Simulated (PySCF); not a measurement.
Pb₂ and its ions

PBE0; basis Pb def2-SVP with ECP60; scalar-relativistic core potentials; PySCF 2.14. Neutral (UKS): triplet (π ↑↑), Re = 2.891 Å, ωe = 141 cm⁻¹, De = 2.14 eV, HOMO -4.77 eV, LUMO -2.90 eV.

Pb₂⁺ (UKS): quartet (σ ↑, π ↑↑), Re = 2.930 Å, ωe = 122 cm⁻¹, De = 2.55 eV to Pb⁺ + Pb. The energies at the minima are -385.74451 hartree for Pb2 and -385.50177 for Pb₂⁺.

Question: Work out the adiabatic ionisation energy, without and with harmonic zero-point energies (1 hartree = 27.2114 eV, 1 eV = 8065.5 cm⁻¹), and the change of the bond length.

Answer: At PBE0: 0.24274 hartree = 6.605 eV between the minima; the zero-point term (122.0 − 141.0)/2 cm⁻¹ = -0.001 eV makes it 6.604 eV. Re changes by +3.9 pm against the neutral. The electron leaves a σ orbital, and the longer bond of the ion fits a bonding orbital, or a change in how ionic the bond is.

Spin–orbit coupling is left out, which matters for elements this heavy, above all for dissociation energies. States were picked by a PBE0 search and need not be the measured ground states.
